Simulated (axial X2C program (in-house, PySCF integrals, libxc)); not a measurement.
## AlAu⁺ along the bond: TPSS, with spin–orbit coupling

Calculated with an in-house all-electron X2C program for linear molecules (integrals from PySCF). Two-component (2c) means X2C with spin–orbit coupling and atomic mean-field two-electron Coulomb and Gaunt terms. Basis: Au dyall-cv3z [13s14p9d6f4g], Al dyall-v3z [8s8p2d1f] (cores contracted in-house); Gaussian nuclei, density fitting, unrestricted open shells. Masses: Au 196.967 u, Al 26.982 u.

State: Ω = 1/2 (⟨Sz⟩ = 0.50, ⟨Lz⟩ = 0.00 at TPSS). Dipoles are positive if Al is the positive end and refer to the centre of mass.

| R (Å) | μ (D) | HOMO (eV) | LUMO (eV) |
| --- | --- | --- | --- |
| 2.206 | 5.412 | -11.51 | -10.36 |
| 2.277 | 5.662 | -11.50 | -10.40 |
| 2.347 | 5.904 | -11.48 | -10.44 |
| 2.429 | 6.175 | -11.46 | -10.47 |
| 2.511 | 6.438 | -11.42 | -10.50 |
| 2.617 | 6.771 | -11.38 | -10.51 |

The minimum lies at 2.319 Å. What is the dipole moment there?

At TPSS, 2c, with the sign and origin stated: μ = 5.81 D.

One determinant describes the state; a PBE0 search over occupations chose it and may have missed a lower one. Density functionals use the spin component along the axis (collinear).
